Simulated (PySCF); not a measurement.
4-oxopentanal, C₅H₈O₂.
SMILES with atom numbers: `[CH3:1][C:2](=[O:3])[CH2:4][CH2:5][CH:6]=[O:7]` (hydrogens: H8, H9, H10 on C1; H11, H12 on C4; H13, H14 on C5; H15 on C6)

Jobs on this species (15 atoms, 54 electrons) with PySCF (density fitting). Hardware of each: one thread of an Arm Neoverse V1 (shared host). The host was shared with other jobs, so the times are rough. Peak memory is the resident size of the whole Python process, interpreter and libraries included.

| level and settings | work | basis functions | SCF cycles | wall time | peak memory |
| --- | --- | --- | --- | --- | --- |
| PBE0/def2-SVPD | 6 singlets by full TDDFT, 2 Tamm–Dancoff triplets, polarisability, density and orbital grids written | 210 | ? | ? | ? |
| PBE0/def2-SVPD, energy threshold 1e-07 Eh | 25 singlets by TDA, 2 Tamm–Dancoff triplets, polarisability | 210 | 9 | 30 s | 0.81 GiB |
| PBE0/pcseg-1, grid level 4, start guess vsap | spin–spin couplings from 13 perturbed nuclei, spin–dipole term left out | 138 | 12 | 33 s | 0.75 GiB |
| PW91/def2-SVP | shieldings | 138 | 15 | 19 s | 0.55 GiB |
| KT2/pcSseg-0 | shieldings, charges and field gradients | 79 | 16 | 12 s | 0.44 GiB |
| PBE0/pcSseg-1 | shieldings, charges and field gradients, density and orbital grids written | 159 | 14 | 23 s | 0.73 GiB |
| PBE0/def2-SVPD, start guess sap | 6 singlets by full TDDFT, 5 Tamm–Dancoff triplets, polarisability | 210 | 14 | 35 s | 0.78 GiB |
| PBE0/6-31G | spin–spin couplings from 13 perturbed nuclei, spin–dipole term left out | 79 | 13 | 7.9 s | 0.53 GiB |

Q: Fill in the missing figures.

A: 
- PBE0/def2-SVPD; 6 singlets by full TDDFT, 2 Tamm–Dancoff triplets, polarisability, density and orbital grids written: 32 s, 0.85 GiB, 13 SCF cycles

Q: What do all jobs in the table cost together?

A: About 3.2 min; the longest takes about 18 % of that, and about 4.4 times as long as the shortest.
